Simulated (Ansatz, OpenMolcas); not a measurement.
# How basis sets differ on As2 (SMILES [As]#[As])

As2, singlet, SMILES `[As]#[As]`. Each level relaxes the structure for itself.

Quantity: the harmonic wavenumber, in cm⁻¹. The values are calculated.

```json
{"level": "HF/STO-3G", "kind": "Hartree–Fock", "program": "Ansatz", "value (cm⁻¹)": "586"}
{"level": "HF/3-21G", "kind": "Hartree–Fock", "program": "OpenMolcas", "value (cm⁻¹)": "-495"}
{"level": "HF/6-31G* (Cartesian functions)", "kind": "Hartree–Fock", "program": "OpenMolcas", "value (cm⁻¹)": "-38320"}
{"level": "HF/cc-pVTZ", "kind": "Hartree–Fock", "program": "Ansatz", "value (cm⁻¹)": "512"}
```

All-electron rows without a relativistic Hamiltonian named are non-relativistic. Harmonic and unscaled. The values span -38320 to 586 cm⁻¹.
